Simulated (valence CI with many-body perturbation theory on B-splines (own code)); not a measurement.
**Level structure of Pt XXVIII**

Computed by valence CI with perturbative core correlation (CI+MBPT): five valence electrons over a frozen Dirac-Fock core [Kr] 4d10, a basis of 7 s, 7 p, 7 d, 7 f, 4 g, 2 h functions for each j, with the one-electron correlation potential Σ1, the two-electron term Σ2, the three-electron term Σ3, Breit, model QED; selected CI, second order for the rest (own B-spline code, finite nucleus).

The last digits are not significant, and no measured levels were compared; by estimate large intervals hold to a few tenths of a per cent, small ones and those within an open d or f shell to about a per cent. Core correlation moves these levels by up to 4500 cm⁻¹, and in measured spectra 5 to 20 % of such shifts remained as error; rates that hang on mixing are uncertain with them. Among the levels kept, up to 790 cm⁻¹ of a level comes from second order outside the variational space, and about a tenth of that is noise between levels of different J, which matters for small intervals. Only levels of the ground parity were solved; by the run's estimate the other parity begins above the list, which can be wrong where configurations are misplaced.

Levels 46 to 50 of 50, with energies above the lowest level, (4f5/2^5) J=5/2. "Leading %" is the weight of the configuration and term that name the level; weights of strongly mixed levels are sums over their largest components and can fall short. In the jj column 3d3/2^4 stands for four electrons in 3d with j = 3/2. Lifetimes count E1, E2, E3, M1 and M2 decay at the calculated energies, and are blank where another channel may lead or the interval is too uncertain; long ones can be off by a factor of two.

```tsv
No.	Configuration	Term	J	E (eV)	Leading %	g	Lifetime	Leading jj
46	4f⁵	⁴K°	17/2	14.930	55	1.094	962 μs	4f5/2^2 4f7/2^3 (92 %)
47	4f⁵	²P°	3/2	15.142	35	1.477	1.05 ms	4f5/2^3 4f7/2^2 (66 %)
48	4f⁵	⁴G°	11/2	15.308	36	1.138	717 μs	4f5/2^3 4f7/2^2 (36 %)
49	4f⁵	⁶P°	7/2	15.328	45	1.464	3.38 ms	4f5/2^3 4f7/2^2 (48 %)
50	4f⁵	⁴F°	9/2	15.336	44	1.104	1.19 ms	4f5/2^3 4f7/2^2 (57 %)
```
